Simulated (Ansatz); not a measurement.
The cluster Sb₄⁻, relaxed as a doublet with UKS PBE0-D4/def2-SVPD in Ansatz, starting from the GFN2-xTB geometry. Force threshold 0.02 eV/Å.

In the def2 sets Sb takes a core potential; there is no spin–orbit coupling. The structure comes from a short search, and lower isomers may exist.

Start:

Cartesian coordinates in Å:
```
Sb -0.9091 0.2582 1.1105
Sb -0.1546 -2.0583 -0.1419
Sb -0.4253 1.7772 -0.9901
Sb 1.4889 0.0229 0.0215
```

| step | energy (eV) | largest force component (eV/Å) | SCF passes |
| --- | --- | --- | --- |
| 1 | -26155.2969 | 3.304 | 24 |
| 2 | -26155.8329 | 0.951 | 39 |
| 3 | -26156.1122 | 0.418 | 28 |
| 4 | -26156.1457 | 0.200 | 27 |
| 5 | -26156.1525 | 0.022 | 26 |
| 6 | -26156.1526 | 0.005 | 19 |

Force components are those of the run's own axes.

End:

```xyz
4

Sb   -0.8878    0.2695    1.3682
Sb   -0.2909   -1.8846   -0.3793
Sb   -0.4618    1.4952   -1.1539
Sb    1.6405    0.1200    0.1650
```

By distances, no bond broke or formed. The bond that changes most is Sb1–Sb3, from 2.64 to 2.84 Å (atoms count from 1).

No frequencies were taken in this run, so the end may be a saddle point.

Run time 51 s (4 threads of Arm Neoverse N1 on a shared host), peak host memory 0.62 GiB.
